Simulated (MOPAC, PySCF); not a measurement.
[W(F)(OH)5], neutral singlet in the gas phase. 

Cartesian coordinates (Å):
```xyz
12

W      0.3618    -0.0983     0.1754
F     -0.8822    -1.4886    -0.2719
O      1.1813    -0.9053     1.6955
H      1.9333    -1.5079     1.5279
O     -0.0602     0.4628    -1.6441
H     -0.6394    -0.1550    -2.1301
O     -1.0825     0.5141     1.2667
H     -1.8182    -0.0415     1.5810
O      1.7821    -1.1801    -0.6326
H      1.8204    -1.1283    -1.6058
O      1.1974     1.5869     0.2432
H      1.0596     2.3275    -0.3738
```
Charge 0, spin multiplicity 1.

All levels are single points at this geometry (TPSS-D3(BJ)/def2-SVP); Pople sets use spherical d functions. Orbital energies aren't observables, and empty levels follow the basis.

```csv
level,HOMO (eV),LUMO (eV),gap (eV),dipole (D),"vertical IE, Delta-SCF (eV)"
B3LYP-D3(BJ)/def2-TZVP in PySCF,-8.76,-2.97,5.79,1.55,–
TPSSh-D3(BJ)/def2-TZVP in PySCF,-8.09,-3.08,5.01,1.52,–
BP86/6-31G* (LANL2DZ on W) in PySCF,-7.14,-3.42,3.73,1.71,–
PBE/6-31G* (LANL2DZ on W) in PySCF,-7.03,-3.30,3.73,1.70,–
SVWN5/6-31G* (LANL2DZ on W) in PySCF,-7.20,-3.44,3.76,1.81,–
PM6 in MOPAC,-10.67,1.06,11.73,1.57,–
```
